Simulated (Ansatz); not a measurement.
The cluster Li5Al3, relaxed as a singlet with RKS r2SCAN-D4/def2-SVP in Ansatz, starting from the GFN2-xTB geometry. Force threshold 0.02 eV/Å.

The restricted singlet is unstable towards broken spin symmetry in Hartree–Fock (as tested in another run); at r2SCAN-D4/def2-SVP this wasn't settled. Another isomer (singlet) lies 0.03 eV lower at PBE0-D4/def2-TZVP; other spin states weren't run for this one.

Start:

```xyz
8

Al    0.493   -0.471    0.533
Al   -2.710    2.775   -0.501
Al    1.903    0.929   -1.199
Li    1.364   -1.781   -1.822
Li   -0.183   -3.428   -0.913
Li    0.093   -2.996    1.506
Li   -1.562    2.426    1.853
Li    0.602    2.546    0.544
```

```json
{"step": "1", "energy (eV)": "-20799.9928", "largest force component (eV/Å)": "0.833", "SCF passes": "96"}
{"step": "2", "energy (eV)": "-20800.7058", "largest force component (eV/Å)": "0.495", "SCF passes": "57"}
{"step": "3", "energy (eV)": "-20801.0883", "largest force component (eV/Å)": "0.322", "SCF passes": "42"}
{"step": "4", "energy (eV)": "-20801.3676", "largest force component (eV/Å)": "0.305", "SCF passes": "40"}
{"step": "5", "energy (eV)": "-20801.5881", "largest force component (eV/Å)": "0.316", "SCF passes": "42"}
{"step": "6", "energy (eV)": "-20801.7921", "largest force component (eV/Å)": "0.371", "SCF passes": "41"}
{"step": "7", "energy (eV)": "-20802.0426", "largest force component (eV/Å)": "0.556", "SCF passes": "43"}
{"step": "8", "energy (eV)": "-20802.3855", "largest force component (eV/Å)": "0.804", "SCF passes": "43"}
{"step": "9", "energy (eV)": "-20802.8128", "largest force component (eV/Å)": "0.935", "SCF passes": "46"}
{"step": "10", "energy (eV)": "-20803.2797", "largest force component (eV/Å)": "0.900", "SCF passes": "50"}
{"step": "11", "energy (eV)": "-20803.6618", "largest force component (eV/Å)": "0.565", "SCF passes": "42"}
{"step": "13", "energy (eV)": "-20804.0589", "largest force component (eV/Å)": "0.373", "SCF passes": "36"}
{"step": "15", "energy (eV)": "-20804.3255", "largest force component (eV/Å)": "0.164", "SCF passes": "36"}
{"step": "17", "energy (eV)": "-20804.5107", "largest force component (eV/Å)": "0.209", "SCF passes": "36"}
{"step": "19", "energy (eV)": "-20804.6103", "largest force component (eV/Å)": "0.083", "SCF passes": "37"}
{"step": "21", "energy (eV)": "-20804.6381", "largest force component (eV/Å)": "0.048", "SCF passes": "35"}
{"step": "23", "energy (eV)": "-20804.6500", "largest force component (eV/Å)": "0.036", "SCF passes": "35"}
{"step": "25", "energy (eV)": "-20804.6559", "largest force component (eV/Å)": "0.038", "SCF passes": "36"}
{"step": "27", "energy (eV)": "-20804.6570", "largest force component (eV/Å)": "0.018", "SCF passes": "36"}
{"step": "29", "energy (eV)": "-20804.6609", "largest force component (eV/Å)": "0.074", "SCF passes": "36"}
{"step": "31", "energy (eV)": "-20804.6943", "largest force component (eV/Å)": "0.104", "SCF passes": "35"}
{"step": "33", "energy (eV)": "-20804.7582", "largest force component (eV/Å)": "0.111", "SCF passes": "35"}
{"step": "35", "energy (eV)": "-20804.8226", "largest force component (eV/Å)": "0.070", "SCF passes": "35"}
{"step": "37", "energy (eV)": "-20804.8498", "largest force component (eV/Å)": "0.168", "SCF passes": "35"}
{"step": "39", "energy (eV)": "-20804.8576", "largest force component (eV/Å)": "0.025", "SCF passes": "32"}
{"step": "40", "energy (eV)": "-20804.8582", "largest force component (eV/Å)": "0.010", "SCF passes": "33"}
```

Force components are those of the run's own axes.

End:

```xyz
8

Al   -0.385   -0.553    0.601
Al   -0.503    1.993    0.393
Al    0.790    0.596   -1.466
Li    2.101   -1.363   -0.175
Li   -0.303   -1.834   -1.817
Li   -0.674   -2.860    1.649
Li   -1.683    0.789    2.513
Li    0.658    3.230   -1.698
```

Bonds lost: Li5–Li6, Li7–Li8 (atoms count from 1). Bonds formed: Al1–Al2, Al1–Li5, Al1–Li7, Al2–Al3, Al2–Li8, Al3–Li5 (atoms count from 1). Metal–metal contacts that move far: Li4–Li5 2.44 to 2.95 Å.

The force fell under the threshold at step 26, but the optimiser went on and released 0.202 eV more. No frequencies were taken in this run, so the end may be a saddle point.

Hardware: 4 threads of Arm Neoverse V2 on a shared host. Wall time 2.1 min.
